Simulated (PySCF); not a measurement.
CH11NSi4. Atoms are numbered in the order given.

```xyz
17

Si     3.0117    -0.6414    -0.3795
N      1.6750    -0.4338    -1.5054
C      0.4528    -0.1692    -1.2703
Si    -0.4154     0.1101     0.4265
Si    -2.1368    -1.4735     0.6476
Si    -1.3674     2.2580     0.4250
H      4.2371    -0.9460    -1.1653
H      3.2439     0.6093     0.4100
H      2.7484    -1.7759     0.5613
H     -0.2304    -0.0808    -2.1492
H      0.5852    -0.0299     1.5315
H     -2.9262    -1.2187     1.8913
H     -3.0482    -1.3535    -0.5322
H     -1.5847    -2.8613     0.6943
H     -0.3120     3.3110     0.3231
H     -2.1610     2.4798     1.6723
H     -2.2822     2.3726    -0.7527
```

Geometry: r2SCAN-D4/def2-SVP. The structure was generated by enumeration; whether it is a known compound was not checked. One conformer was computed; it need not be the lowest.

Calculation: PySCF with r2SCAN-D4/def2-SVP.

Frequencies are harmonic and unscaled.

A small imaginary wavenumber (i) marks a very flat motion, where grid noise or a shallow saddle decides the sign.

Computed vibrational spectrum:
```
mode  ν (cm⁻¹)  IR (km/mol)  moving atoms (share of kinetic energy)
----  --------  -----------  --------------------------------------
1          29i          0.2                  H 54 %, Si 33 %, C 9 %
2           36          0.6                         H 50 %, Si 47 %
3           78          0.8                         Si 74 %, H 22 %
4           84          0.3                                  H 88 %
5           85          0.8                         H 49 %, Si 40 %
6           98          1.7         H 39 %, N 28 %, Si 23 %, C 10 %
7          107          0.3                         H 68 %, Si 25 %
8          140          2.5                         Si 75 %, H 17 %
9          320          1.1         N 39 %, Si 29 %, H 17 %, C 14 %
10         327          0.2                  H 40 %, C 33 %, N 25 %
11         393          1.6                         Si 50 %, H 40 %
12         422         10.1                         H 87 %, Si 12 %
13         444          1.1                         Si 62 %, H 37 %
14         480          7.8                  H 58 %, Si 26 %, C 9 %
15         492          0.9                         H 71 %, Si 29 %
16         559          2.2                         H 73 %, Si 26 %
17         646          0.6                 Si 39 %, H 28 %, C 26 %
18         661          3.7         H 63 %, N 15 %, Si 12 %, C 10 %
19         689         49.2          H 39 %, N 32 %, Si 21 %, C 8 %
20         697        104.4                         H 90 %, Si 10 %
21         728        207.2         H 53 %, Si 23 %, C 12 %, N 12 %
22         756        143.8                          H 75 %, C 19 %
23         841        362.9                          H 90 %, Si 9 %
24         869        184.3                          H 90 %, Si 9 %
25         874          4.7                          H 74 %, C 22 %
26         916         43.6                                  H 95 %
27         929         31.1                                  H 97 %
28         930          6.3                                  H 98 %
29         932         37.4                                  H 97 %
30         934         65.9                                  H 97 %
31         955        272.5                                  H 93 %
32         959         46.4                                  H 97 %
33        1356          5.9                           H 85 %, C 9 %
34        1698        271.2                          N 49 %, C 49 %
35        2194         21.0                                  H 98 %
36        2203         72.6                                  H 97 %
37        2205         86.9                                  H 96 %
38        2208         75.4                                  H 99 %
39        2211         48.6                                  H 99 %
40        2219          2.0                                  H 96 %
41        2223        170.1                                  H 96 %
42        2224         87.1                                  H 96 %
43        2225         89.5                                  H 96 %
44        2255        142.7                                  H 97 %
45        2920         61.8                                  H 92 %
```
